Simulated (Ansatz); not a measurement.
Na₅O₃, relaxed as a doublet with UKS r2SCAN-D4/def2-SVP in Ansatz, starting from the GFN1-xTB geometry. Force threshold 0.02 eV/Å.

The structure comes from a short search, and lower isomers may exist.

Start:

| atom | x (Å) | y (Å) | z (Å) |
| --- | --- | --- | --- |
| Na1 | 1.591 | 1.070 | -0.982 |
| Na2 | -0.403 | -1.094 | -1.195 |
| Na3 | -3.103 | -0.252 | -0.191 |
| Na4 | 0.785 | -1.293 | 1.640 |
| Na5 | -0.747 | 1.270 | 0.848 |
| O6 | 1.724 | -0.731 | -0.084 |
| O7 | 1.634 | 0.400 | 0.913 |
| O8 | -1.482 | 0.630 | -0.948 |

Estimate the energy that the relaxation releases and the steps that it takes.

34.3 kcal/mol, in 24 steps; 2.4 min on 4 threads of Arm Neoverse V1 on a shared host. The force fell under the threshold at step 15, but the optimiser went on and released 0.064 eV more. No frequencies were taken in this run, so the end may be a saddle point.

Does the start keep its bonding?

Bonds formed: Na1–O8, Na2–O7 (atoms count from 1). Metal–metal contacts that move far: Na4–Na5 3.09 to 4.26 Å, Na2–Na3 3.00 to 3.93 Å, Na2–Na4 3.08 to 3.84 Å. The end is the same structure that another start reached.

Predict the relaxed structure.


```xyz
8

Na    0.744    0.940   -1.009
Na   -0.472   -1.437   -0.349
Na   -3.166    1.123   -1.638
Na    2.770   -0.972    1.658
Na   -1.041    0.891    1.270
O     1.640   -0.871   -0.145
O     0.911   -0.165    1.033
O    -1.386    0.491   -0.820
```
Bond lengths (bridged metal pairs left out): 11 × Na–O 2.06 to 2.33 Å; 1 × O–O 1.55 Å.
